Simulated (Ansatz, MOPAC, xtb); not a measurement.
The molecule PS-, multiplicity 3 (lowest of 2S+1 = 1, 3, 5 at CCSD(T)/def2-TZVPP on PBE0 minima; our sources give no spin for the ground state, which may be another).

The constants come from a fifth-degree fit in 1/R (seven points, main isotopes). Runs in def2 and cc sets follow the lowest solution found near the PBE0 minimum.

Run with Ansatz (an electronic-structure program); MOPAC for PM3, PM6, PM7 (differences of heats of formation); xtb for the GFN methods. Values without a source in brackets are computed. The GFN methods have no spin term and hold the electronic entropy of 300 K.

```csv
level,r_e (Å),ω_e (cm⁻¹),ω_e x_e (cm⁻¹),α_e (cm⁻¹)
PM3,1.908,629,1.4,0.00071
PM6,1.934,607,-0.61,0.00054
PM7,2.005,634,1.5,0.00087
GFN1-xTB,2.019,644,1.8,0.0014
GFN2-xTB,1.976,682,3.3,0.0019
SVWN5/def2-TZVPP,2.002,608,2.4,0.0015
PBE/def2-TZVPP,2.021,591,2.4,0.0015
r2SCAN/def2-TZVPP,2.005,614,2.4,0.0015
B97M-V/def2-TZVPP,1.997,623,2.5,0.0015
B3LYP/def2-TZVPP,2.015,597,2.4,0.0015
PBE0/def2-TZVPP,1.998,627,2.3,0.0014
BHLYP/def2-TZVPP,1.993,634,2.4,0.0014
CAM-B3LYP/def2-TZVPP,1.995,629,2.3,0.0014
wB97X-V/def2-TZVPP,1.989,650,2.2,0.0014
wB97M-V/def2-TZVPP,1.996,634,2.2,0.0014
B2PLYP/def2-TZVPP,2.011,607,2.3,0.0015
CCSD/aug-cc-pV(T+d)Z,2.007,614,2.5,0.0015
CCSD/def2-TZVPP,2.006,620,2.5,0.0015
CCSD/aug-cc-pV(Q+d)Z,1.997,624,2.5,0.0015
CCSD/def2-QZVPP,1.999,626,2.5,0.0015
CCSD(T)/aug-cc-pV(T+d)Z,2.015,600,2.4,0.0015
CCSD(T)/def2-TZVPP,2.014,607,2.5,0.0015
CCSD(T)/aug-cc-pV(Q+d)Z,2.005,610,2.5,0.0015
CCSD(T)/def2-QZVPP,2.007,613,2.5,0.0015
"CCSD(T)/CBS(aug-cc-pV(T+d)Z, aug-cc-pV(Q+d)Z)",2.000,616,2.5,0.0015
"CCSD(T)/CBS(def2-TZVPP, def2-QZVPP)",2.002,618,2.5,0.0015
```

Correlated levels freeze the cores. CBS: X⁻³ extrapolation of the correlation energy, Hartree–Fock from the larger set. The state that PM3, PM6, PM7 reach isn't checked; PM7 holds dispersion and hydrogen-bond terms.
